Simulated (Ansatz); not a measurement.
Spectroscopic constants of SbF, multiplicity 3 (the spin of the measured ground state). No spin–orbit coupling.

```json
[
 {"level": "SVWN5/def2-TZVPP", "bond energy D_e (kcal/mol)": "123.32"},
 {"level": "PBE/def2-TZVPP", "bond energy D_e (kcal/mol)": "104.00"},
 {"level": "r2SCAN/def2-TZVPP", "bond energy D_e (kcal/mol)": "97.22"},
 {"level": "B97M-V/def2-TZVPP", "bond energy D_e (kcal/mol)": "100.62"},
 {"level": "B3LYP/def2-TZVPP", "bond energy D_e (kcal/mol)": "97.89"},
 {"level": "PBE0/def2-TZVPP", "bond energy D_e (kcal/mol)": "94.06"},
 {"level": "BHLYP/def2-TZVPP", "bond energy D_e (kcal/mol)": "87.24"},
 {"level": "CAM-B3LYP/def2-TZVPP", "bond energy D_e (kcal/mol)": "99.22"},
 {"level": "wB97X-V/def2-TZVPP", "bond energy D_e (kcal/mol)": "99.79"},
 {"level": "wB97M-V/def2-TZVPP", "bond energy D_e (kcal/mol)": "96.48"},
 {"level": "B2PLYP/def2-TZVPP", "bond energy D_e (kcal/mol)": "95.75"},
 {"level": "CCSD/def2-QZVPP", "bond energy D_e (kcal/mol)": "90.65"},
 {"level": "CCSD(T)/def2-TZVPP", "bond energy D_e (kcal/mol)": "88.74"},
 {"level": "CCSD(T)/def2-QZVPP", "bond energy D_e (kcal/mol)": "94.47"}
]
```

The rows run from 87.24 (BHLYP/def2-TZVPP) to 123.32 kcal/mol (SVWN5/def2-TZVPP). From def2-TZVPP to def2-QZVPP CCSD(T) changes by 5.73. The 11 functionals in def2-TZVPP without D3 or D4 span 36.08, from BHLYP to SVWN5.

D_e counts from the fitted minimum to each atom's lowest state at the same level, without counterpoise.

Correlated levels freeze the inner cores; with def2 sets outer-core shells near the valence are correlated too.

Run with Ansatz (an electronic-structure program). Values without a source in brackets are computed. In def2 rows elements past Kr take small-core potentials, without spin–orbit coupling.
